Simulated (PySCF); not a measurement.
C3H6Cl, doublet, at a GFN2-xTB geometry; DF-BLYP/pcseg-1 (PySCF).

Input for PySCF:
```python
from pyscf import gto, scf, dft

mol = gto.M(
    atom='''
C     0.881968   -0.690356   -0.065206
C     2.334461   -0.222895   -0.008719
C    -0.045219    0.451333   -0.217277
H     0.630046   -1.249113    0.840933
H     0.771878   -1.394276   -0.906128
H     3.000275   -1.075943    0.092328
Cl   -1.689305    0.260271    0.153349
H     2.596858    0.314490   -0.916533
H     2.487241    0.439355    0.839254
H     0.204635    1.312395   -0.809565
''',
    basis='pcseg-1',
    charge=0,
    spin=1,
    verbose=4,
)

mf = dft.UKS(mol)
mf.xc = 'blyp'
mf = mf.density_fit(auxbasis='def2-universal-jkfit')
mf.kernel()
```

It wrote (shortened):

```
PySCF version 2.14.0

[INPUT] verbose = 4
[INPUT] num. atoms = 10
[INPUT] num. electrons = 41
[INPUT] charge = 0
[INPUT] spin (= nelec alpha-beta = 2S) = 1
[INPUT] symmetry False subgroup None
[INPUT] Mole.unit = angstrom
[INPUT] Symbol           X                Y                Z      unit          X                Y                Z       unit  Magmom
[INPUT]  1 C      0.881968000000  -0.690356000000  -0.065206000000 AA    1.666677970630  -1.304583768450  -0.123221481678 Bohr   0.0
[INPUT]  2 C      2.334461000000  -0.222895000000  -0.008719000000 AA    4.411491938478  -0.421210504535  -0.016476522080 Bohr   0.0
[INPUT]  3 C     -0.045219000000   0.451333000000  -0.217277000000 AA   -0.085451525627   0.852895760978  -0.410594023167 Bohr   0.0
[INPUT]  4 H      0.630046000000  -1.249113000000   0.840933000000 AA    1.190614385878  -2.360481468634   1.589133059109 Bohr   0.0
[INPUT]  5 H      0.771878000000  -1.394276000000  -0.906128000000 AA    1.458638021577  -2.634799782054  -1.712333753800 Bohr   0.0
[INPUT]  6 H      3.000275000000  -1.075943000000   0.092328000000 AA    5.669698048379  -2.033237595643   0.174474633629 Bohr   0.0
[INPUT]  7 Cl    -1.689305000000   0.260271000000   0.153349000000 AA   -3.192323790858   0.491840908167   0.289787611476 Bohr   0.0
[INPUT]  8 H      2.596858000000   0.314490000000  -0.916533000000 AA    4.907350404386   0.594299968914  -1.731996354126 Bohr   0.0
[INPUT]  9 H      2.487241000000   0.439355000000   0.839254000000 AA    4.700204295789   0.830260621458   1.585960208946 Bohr   0.0
[INPUT] 10 H      0.204635000000   1.312395000000  -0.809565000000 AA    0.386704105500   2.480067117249  -1.529856130034 Bohr   0.0

nuclear repulsion = 150.550858791885
number of shells = 24
number of NR pGTOs = 161
number of NR cGTOs = 90
basis = pcseg-1
ecp = {}

******** <class 'pyscf.df.df_jk.DFUKS'> ********
method = DFUKS
initial guess = minao
damping factor = 0
level_shift factor = 0
DIIS = <class 'pyscf.scf.diis.CDIIS'>
diis_start_cycle = 1
diis_space = 8
diis_damp = 0
SCF conv_tol = 1e-09
SCF conv_tol_grad = None
SCF max_cycles = 50
direct_scf = False
number electrons alpha = 21  beta = 20
XC library pyscf.dft.libxc version 7.1.2
    S. Lehtola, C. Steigemann, M. J. T. Oliveira, and M. A. L. Marques,  SoftwareX 7, 1–5 (2018)
XC functionals = blyp
    A. D. Becke,  Phys. Rev. A 38, 3098 (1988)
    C. Lee, W. Yang, and R. G. Parr,  Phys. Rev. B 37, 785 (1988)
    B. Miehlich, A. Savin, H. Stoll, and H. Preuss,  Chem. Phys. Lett. 157, 200 (1989)
radial grids:
    Treutler-Ahlrichs [JCP 102, 346 (1995); DOI:10.1063/1.469408] (M4) radial grids

becke partition: Becke, JCP 88, 2547 (1988); DOI:10.1063/1.454033
pruning grids: <function nwchem_prune>
grids dens level: 3
symmetrized grids: False
atomic radii adjust function: <function treutler_atomic_radii_adjust>
small_rho_cutoff = 0
Set gradient conv threshold to 3.16228e-05
tot grids = 120088
init E= -578.132633751311

cycle= 1 E= -577.914775711508  delta_E= 0.218  |g|= 0.282  |ddm|= 2.23
cycle= 2 E= -577.856492437903  delta_E= 0.0583  |g|= 0.434  |ddm|= 0.73
cycle= 3 E= -577.960675631867  delta_E= -0.104  |g|= 0.0414  |ddm|= 0.467
cycle= 4 E= -577.961399337967  delta_E= -0.000724  |g|= 0.0241  |ddm|= 0.0938
cycle= 5 E= -577.961710652161  delta_E= -0.000311  |g|= 0.00749  |ddm|= 0.0361
cycle= 6 E= -577.96173922694  delta_E= -2.86e-05  |g|= 0.00229  |ddm|= 0.0103
cycle= 7 E= -577.961742335433  delta_E= -3.11e-06  |g|= 0.000445  |ddm|= 0.00366
cycle= 8 E= -577.961742474202  delta_E= -1.39e-07  |g|= 0.00015  |ddm|= 0.000798
cycle= 9 E= -577.9617424863  delta_E= -1.21e-08  |g|= 6.51e-05  |ddm|= 0.000257
cycle= 10 E= -577.961742488249  delta_E= -1.95e-09  |g|= 2.49e-05  |ddm|= 7.79e-05
cycle= 11 E= -577.96174248857  delta_E= -3.21e-10  |g|= 6.98e-06  |ddm|= 3.36e-05
Extra cycle  E= -577.961742488551  delta_E= 1.86e-11  |g|= 9.55e-06  |ddm|= 1.7e-05
converged SCF energy = -577.961742488551  <S^2> = 0.75267473  2S+1 = 2.0026729
```
